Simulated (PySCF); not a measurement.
**Where the electron goes**

Compound: C3H5F3O2Si.
Z-matrix (Å and degrees, GFN2-xTB geometry), rows numbered from 1:
```
C 
C   1  1.3239
O   2  1.3314  1  127.90
Si  3  1.6505  2  131.40  1     2.08
O   4  1.6086  3  103.49  2  -178.91
C   2  1.5174  1  121.72  3  -179.31
F   6  1.3412  2  111.86  1  -128.20
F   6  1.3383  2  113.09  1    -7.68
F   6  1.3427  2  111.80  1   112.58
H   1  1.0733  2  121.14  3   179.80
H   1  1.0736  2  120.51  3    -0.13
H   4  1.4545  3  110.30  2   -64.15
H   4  1.4594  3  108.13  2    62.17
H   5  0.9549  4  121.72  3   -19.47
```

Computed with TDDFT CAM-B3LYP/def2-SVPD, vertical, gas phase, core orbitals frozen in the response in PySCF 2.14.0, density-fitted response routines.

Frontier orbitals with the atoms that hold most of them (Löwdin shares over 4%, at most four atoms; ? is withheld):

| orbital | ε (eV) | atoms |
| --- | --- | --- |
| LUMO+2 | 1.12 | Si4 23%, C1 18%, H13 9%, H12 9% |
| LUMO+1 | 0.71 | Si4 31%, O5 26%, H14 14%, O3 10% |
| LUMO | 0.59 | C2 31%, C1 31%, O3 8%, H11 7% |
| HOMO | -9.23 | ? |
| HOMO-1 | -10.72 | ? |
| HOMO-2 | -11.70 | O3 44%, C2 10%, Si4 9%, C6 7% |
| HOMO-3 | -12.28 | O5 62%, Si4 8%, O3 7%, H14 4% |

Problem. Give the leading atoms of the HOMO.

Solution. C1 (bonded to C and 2 H) 35%; C2 (bonded to 2 C and O) 25%; O3 (bonded to C and Si) 24%. By element: carbon 60% or more, oxygen 24% or more.

Problem. Give the leading atoms of the HOMO-1.

Solution. O5 (bonded to Si and H) 40%; Si4 (bonded to 2 O and 2 H) 23%; H13 (bonded to Si) 16%; H12 (bonded to Si) 13%. By element: oxygen 40% or more, hydrogen 29% or more, silicon 23%.

Problem. How does S1 compare with the orbital gap of 9.82 eV?

Solution. S1 is at 6.92 eV (f = 0.285), 2.91 eV below the gap, made of HOMO→LUMO (96%). 

Problem. Give energy, strength and leading configuration of S1 and S6, and follow the Löwdin shares of the leading atoms from the occupied to the empty orbital.

Solution. 
- S1 (6.92 eV, f 0.285), HOMO→LUMO (96%): C1 35% → 31%, C2 25% → 31%
- S6 (8.20 eV, f 0.0012), HOMO-2→LUMO (91%): O3 44% → 8%, C2 10% → 31%, C1 at most 8% → 31%

Löwdin shares depend on the basis, the more so with diffuse functions.

One conformer stands for the species.
